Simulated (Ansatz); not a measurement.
Job for Ansatz (a first-principles code): R-r2SCAN/def2-TZVPPD on C2H3F (SMILES C=CF) with ghost functions, monomers drawn apart or pushed together. Files ending in .json are basis or fitting sets from the Basis Set Exchange.

Ansatz 0.2 input:
```yaml
crystal:
  periodic: [false, false, false]
  atoms:
    - {symbol: C, position_ang: [-0.25520481, -1.19535591, 2.69341073]}
    - {symbol: C, position_ang: [0.00865650, 0.05910567, 2.98225489]}
    - {symbol: F, position_ang: [0.17080472, 1.00147878, 2.00446928]}
    - {symbol: H, position_ang: [-0.35620668, -1.54055611, 1.67369663]}
    - {symbol: H, position_ang: [-0.37456791, -1.90231150, 3.50108039]}
    - {symbol: H, position_ang: [0.12817510, 0.50169264, 3.96014892]}
basis:
  gaussian:
    orbitals: def2-TZVPPD.json
    ghost_atoms:
      - {symbol: F, position_ang: [-0.09966557, -0.05492580, -0.30703798]}
      - {symbol: H, position_ang: [0.01984255, 0.44260732, 0.47216502]}
hamiltonian:
  xc: {name: r2SCAN}
scf: {lower_state_search: off}
```

The head of its log:

```
WARN ansatz: RAYON_NUM_THREADS=1 ignored (pool sized by the plan → 1); use --threads N
Functional definition: r2SCAN
these checks for a lower state are left out or cut short: stability, starts, cluster_reference, orbital_swaps, neighbouring_geometries, increment
integrals: 0.10 GiB planned
966 factors; their error is unknown
mean field: 0.94 GiB planned
mean field evaluation 1: about -4832.8204 eV, gradient 5.0e1 eV
mean field evaluation 2: about -4829.0213 eV, gradient 5.9e1 eV
```

What total energy does the run end on?

-177.8099 hartree.
